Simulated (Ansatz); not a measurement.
`C[N](C)[AlH][NH2]` → `[NH2][AlH]`• + `C[N]C`• at 500 K and 1 bar (homolysis of the Al–N bond).

Program: Ansatz. Geometries: PBE0-D4/def2-TZVP. ΔE: electronic, gas phase. CCSD(T)/CBS is the MP2 limit (def2-TZVPP, def2-QZVPP) plus CCSD(T) − MP2 in def2-TZVPP, frozen cores. No spin–orbit coupling; open shells (•) take unrestricted orbitals. Each species was taken in one conformer, which may not be the lowest.

```json
{"species": "`C[N](C)[AlH][NH2]`", "CCSD(T)/CBS energy (Eh)": "-432.99850", "H − E (kJ/mol)": "355.6", "S (J/(mol·K))": "437.5"}
{"species": "`[NH2][AlH]`•", "CCSD(T)/CBS energy (Eh)": "-298.50140", "H − E (kJ/mol)": "106.3", "S (J/(mol·K))": "290.3"}
{"species": "`C[N]C`•", "CCSD(T)/CBS energy (Eh)": "-134.33941", "H − E (kJ/mol)": "234.0", "S (J/(mol·K))": "323.4"}
```

H − E and S are ideal-gas, rigid-rotor, harmonic terms from PBE0-D4/def2-TZVP, for one conformer and one mirror image of each species, with the whole ground term of open shells counted as degenerate. 1 Eh = 2625.50 kJ/mol, R = 8.31446 J/(mol·K).

Question: By hand: ΔE, ΔH, ΔS and ΔG.

Answer: ΔE = (-298.50140) + (-134.33941) − (-432.99850) = 0.15769 Eh = 414.0 kJ/mol. Δ(H − E) = 106.3 + 234.0 − 355.6 = -15.3, so ΔH = 398.7 kJ/mol. ΔS = 290.3 + 323.4 − 437.5 = 176.2 J/(mol·K). ΔG = 398.7 − 500 × (176.2)/1000 = 310.6 kJ/mol.

Question: By hand: the equilibrium constant, and the temperature at which ΔG would vanish if ΔH and ΔS stayed fixed.

Answer: log₁₀ K = −ΔG/(RT ln 10) = -32.4. ΔG = 0 at ΔH/ΔS = 2263 K.

The number of gas molecules changes by +1, which sets the sign of ΔS. A doubt of 5 kJ/mol in ΔE shifts log₁₀ K by 0.5 here. Other conformers and mirror images would add mixing entropy, several J/(mol·K) or more a flexible species. These are equilibria of isolated gas molecules and say nothing of rates. Largest T1 diagnostic: 0.015 (customary marks: 0.02 for closed shells, 0.045 for open ones).
